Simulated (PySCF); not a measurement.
Input for PySCF: R-HF/3-21G on YN, 2S+1 = 1, a spin state set in the input, which need not be the lowest, a point of a bond scan (R = 1.729 Å).

```python
from pyscf import gto, scf, dft, mp
from pyscf.data.elements import chemcore

mol = gto.M(
    atom='''
    Y     0.00000000    0.00000000    0.00000000
    N     0.00000000    0.00000000    1.72935300
    ''',
    basis='3-21g',
    charge=0, spin=0, verbose=3, max_memory=1800)
mf = scf.RHF(mol)
mf.conv_tol = 1e-8
mf.max_cycle = 100
mf.kernel()
if not mf.converged:
    mf = mf.newton().run(mf.mo_coeff, mf.mo_occ)
```

The log:

```
converged SCF energy = -3369.68394637044
```

Self-consistency was reached.

Cost: around 0.27 core-seconds (rough).
